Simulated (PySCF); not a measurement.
C2HCl2 (SMILES Cl[C]=CCl), doublet (typed; the unrestricted solution is spin-contaminated), at a GFN2-xTB geometry; HF/6-31G* run with PySCF.

The PySCF input:
```python
from pyscf import gto, scf

mol = gto.Mole()
mol.atom = '''
    Cl    1.835264   -0.193923    0.109834
    C     0.396709   -0.970670    0.111893
    C    -0.868701   -0.747284    0.027652
    Cl   -1.572809    0.888736   -0.162707
    H    -1.629780   -1.504093    0.061569
'''
mol.basis = '6-31g*'
mol.charge = 0
mol.spin = 1
mol.verbose = 4
mol.build()

mf = scf.UHF(mol)
mf.kernel()
```

Output, abridged:

```
PySCF version 2.14.0

[INPUT] verbose = 4
[INPUT] num. atoms = 5
[INPUT] num. electrons = 47
[INPUT] charge = 0
[INPUT] spin (= nelec alpha-beta = 2S) = 1
[INPUT] symmetry False subgroup None
[INPUT] Mole.unit = angstrom
[INPUT] Symbol           X                Y                Z      unit          X                Y                Z       unit  Magmom
[INPUT]  1 Cl     1.835264000000  -0.193923000000   0.109834000000 AA    3.468146326274  -0.366461359254   0.207556179165 Bohr   0.0
[INPUT]  2 C      0.396709000000  -0.970670000000   0.111893000000 AA    0.749671361150  -1.834300457332   0.211447125256 Bohr   0.0
[INPUT]  3 C     -0.868701000000  -0.747284000000   0.027652000000 AA   -1.641606974136  -1.412162097269   0.052254706796 Bohr   0.0
[INPUT]  4 Cl    -1.572809000000   0.888736000000  -0.162707000000 AA   -2.972178256251   1.679467637041  -0.307471668550 Bohr   0.0
[INPUT]  5 H     -1.629780000000  -1.504093000000   0.061569000000 AA   -3.079837843294  -2.842323835875   0.116348547763 Bohr   0.0

nuclear repulsion = 170.602121664769
number of shells = 30
number of NR pGTOs = 160
number of NR cGTOs = 66
basis = 6-31g*
ecp = {}

******** <class 'pyscf.scf.uhf.UHF'> ********
method = UHF
initial guess = minao
damping factor = 0
level_shift factor = 0
DIIS = <class 'pyscf.scf.diis.CDIIS'>
diis_start_cycle = 1
diis_space = 8
diis_damp = 0
SCF conv_tol = 1e-09
SCF conv_tol_grad = None
SCF max_cycles = 50
direct_scf = True
direct_scf_tol = 1e-13
number electrons alpha = 24  beta = 23
Set gradient conv threshold to 3.16228e-05
init E= -995.886635003631

cycle= 1 E= -995.083520855533  delta_E= 0.803  |g|= 0.329  |ddm|= 1.76
cycle= 2 E= -995.150870418252  delta_E= -0.0673  |g|= 0.185  |ddm|= 0.719
cycle= 3 E= -995.172450685738  delta_E= -0.0216  |g|= 0.0514  |ddm|= 0.274
cycle= 4 E= -995.176917150173  delta_E= -0.00447  |g|= 0.0208  |ddm|= 0.15
cycle= 5 E= -995.17792574176  delta_E= -0.00101  |g|= 0.0148  |ddm|= 0.0527
cycle= 6 E= -995.178627388234  delta_E= -0.000702  |g|= 0.0125  |ddm|= 0.0381
cycle= 7 E= -995.179310071825  delta_E= -0.000683  |g|= 0.0112  |ddm|= 0.0391
cycle= 8 E= -995.180496174346  delta_E= -0.00119  |g|= 0.00865  |ddm|= 0.08
cycle= 9 E= -995.1815372439  delta_E= -0.00104  |g|= 0.00287  |ddm|= 0.147
cycle= 10 E= -995.181500197782  delta_E= 3.7e-05  |g|= 0.0024  |ddm|= 0.0289
cycle= 11 E= -995.181552159064  delta_E= -5.2e-05  |g|= 0.000622  |ddm|= 0.0312
cycle= 12 E= -995.181552686939  delta_E= -5.28e-07  |g|= 0.000383  |ddm|= 0.00384
cycle= 13 E= -995.181553428773  delta_E= -7.42e-07  |g|= 0.000147  |ddm|= 0.00436
cycle= 14 E= -995.181553518807  delta_E= -9e-08  |g|= 5.62e-05  |ddm|= 0.00103
cycle= 15 E= -995.181553524409  delta_E= -5.6e-09  |g|= 2.4e-05  |ddm|= 0.000289
cycle= 16 E= -995.181553526939  delta_E= -2.53e-09  |g|= 7.78e-06  |ddm|= 0.000208
cycle= 17 E= -995.181553527069  delta_E= -1.3e-10  |g|= 3.85e-06  |ddm|= 2.82e-05
Extra cycle  E= -995.181553527092  delta_E= -2.23e-11  |g|= 2.51e-06  |ddm|= 9.17e-06
converged SCF energy = -995.181553527092  <S^2> = 0.94425287  2S+1 = 2.1856375
```
